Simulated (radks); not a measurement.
Values are calculated unless marked as measured or tabulated.
How relativity changes the ionisation of neutral magnesium ([Ne] 3s2) to Mg+ ([Ne] 3s1). Spin-unpolarised spherical Kohn-Sham, PBE, point nucleus unless stated (finite: rms radius 3.057 fm), a radial shooting solver on a logarithmic mesh with Libxc functionals. A level marked "c x" has the speed of light scaled by that factor.

level                        E(Mg) (hartree)  E(Mg+) (hartree)  IE (eV)   HOMO  <r> HOMO (bohr)
non-rel.                          -199.95512        -199.66301    7.949     3s            3.155
scalar-rel.                       -200.27984        -199.98731    7.960     3s            3.150
scalar-rel., finite nucleus       -200.27974        -199.98721    7.960     3s            3.150
Dirac                             -200.27996        -199.98743    7.960  3s1/2            3.150
Dirac, finite nucleus             -200.27986        -199.98734    7.960  3s1/2            3.150
Dirac, c x 0.75                   -200.53435        -200.24149    7.969  3s1/2            3.147
Dirac, c x 0.85                   -200.40539        -200.11270    7.965  3s1/2            3.149
Dirac, c x 1.25                   -200.16273        -199.87035    7.956  3s1/2            3.152

NIST Atomic Spectra Database: 7.646 eV (measured). The relativistic part of the total energy of Mg is -0.3247 hartree (Dirac, finite nucleus), 0.16 % of the non-relativistic value. Spin polarisation and multiplet splitting of open shells are left out at every level.

Beside tabulated values, note that spin-unpolarised runs miss the spin-polarisation part of the exchange energy of open shells.
